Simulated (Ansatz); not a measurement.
vanadium atom (V), quartet; B3LYP5/6-31G* (Ansatz, a program for electronic structure).

Here is a job for Ansatz.
Ansatz 0.2 input:
```yaml
crystal:
  periodic: [false, false, false]
  atoms:
    - {symbol: V, position_ang: [0.00000000, 0.00000000, 0.00000000]}
basis:
  gaussian:
    orbitals: 6-31G*
hamiltonian:
  xc: b3lyp5
magnetization: {spin_polarized: true, initial_magnetization: 3}
```

### Question
Write the output that Ansatz gives for this input, abridged.

### Answer

```
Functional definition: B3LYP5
256 factors; integrals over basis functions are off by at most 1.3e-4 eV
mean field evaluation 1: about -25676.3389 eV, gradient 2.4e1 eV
mean field evaluation 2: about -25604.6106 eV, gradient 7.1e1 eV
mean field evaluation 4: about -25678.5517 eV, gradient 2.0e1 eV
mean field evaluation 8: about -25680.3365 eV, gradient 1.4e-1 eV
mean field evaluation 16: about -25680.3386 eV, gradient 2.4e-4 eV
mean field evaluation 32: about -25680.3339 eV, gradient 1.2e0 eV
mean field -25680.33858038 eV, -943.7350360702 hartree, gradient 9.4e-6 eV, S^2 3.753919; 4 other end points of the search recorded, 0 dependent functions left out
reference -25680.33871902 eV, -943.7350411651 hartree; 13, 10 occupied and 23, 26 virtual orbitals, 256 factors
Total energy: -25680.33871902 eV, -943.7350411651 hartree
```
